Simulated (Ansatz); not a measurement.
`BB(C)CCl` + CH₄ → `BB(C)CC` + HCl  (formal exchange of groups at a C–Cl bond)

Isolated molecules relaxed with PBE0-D4/def2-TZVP in Ansatz; ΔE leaves out vibrations. CBS: MP2 limit from def2 TZ/QZ plus the TZ coupled-cluster correction, frozen cores. This one scheme is used for every species. DFT in def2-TZVPP. One conformer a species, not always the lowest.

Problem. Is it downhill or uphill in electronic energy at CCSD(T)/CBS, and by how much? (Estimate.)

Solution. Computed: Downhill: ΔE = -1.3 kcal/mol.

Problem. What do these levels give: ωB97M-V, B2PLYP, r2SCAN, PBE0, HF/def2-TZVPP, MP2/CBS(def2)? (Estimate.)

Solution. Ansatz gave: ωB97M-V -0.6, B2PLYP -0.4, r2SCAN 0.0, PBE0 -0.9, HF/def2-TZVPP -0.9, MP2/CBS(def2) -1.1 kcal/mol.

Largest T1 diagnostic among the species: 0.011.

From PBE to PBE0 (25 % exact exchange), in def2-TZVPP and without D4, ΔE moves by −0.9 kcal/mol.
